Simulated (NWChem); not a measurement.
**Correlation energy of disiloxane (H$_{6}$OSi$_{2}$)**

```xyz
9

Si     0.3835    -1.5527     0.0048
O     -0.3578    -0.0734    -0.0185
Si    -0.2588     1.5783     0.0020
H      0.6166    -1.9898     1.4139
H     -0.4984    -2.5412    -0.6779
H      1.6981    -1.4858    -0.7047
H      0.9978     2.0317    -0.6701
H     -0.2606     2.0758     1.4102
H     -1.4363     2.1385    -0.7197
```
Charge 0, spin multiplicity 1.

The numbers come from NWChem runs, not from measurements. All single points use one geometry, from PBE0/def2-SVP, a minimum by its harmonic frequencies.

Basis set: 6-31G*. Each correlation energy counts from its own Hartree-Fock reference.

```json
[
 {"method": "CCSD+T(CCSD)", "correlation energy (mHa)": "-377.8", "difference from CCSD(T)": "-0.6"},
 {"method": "MP2", "correlation energy (mHa)": "-331.6", "difference from CCSD(T)": "+45.6"},
 {"method": "CCSD", "correlation energy (mHa)": "-369.7", "difference from CCSD(T)": "+7.6"},
 {"method": "CCSD(T)", "correlation energy (mHa)": "-377.2", "difference from CCSD(T)": "0.0"},
 {"method": "CR-CCSD[T]", "correlation energy (mHa)": "-376.2", "difference from CCSD(T)": "+1.1"},
 {"method": "CR-CCSD(T)", "correlation energy (mHa)": "-375.7", "difference from CCSD(T)": "+1.5"},
 {"method": "SCS-MP2", "correlation energy (mHa)": "-334.9", "difference from CCSD(T)": "+42.4"}
]
```

The values span 46.2 mHa, from CCSD+T(CCSD) (lowest) to MP2 (highest). 

The correlated methods keep 11 core orbitals frozen. The Pople sets run with spherical d functions. No row is a measurement; the coupled-cluster row has its own basis-set and correlation limits.
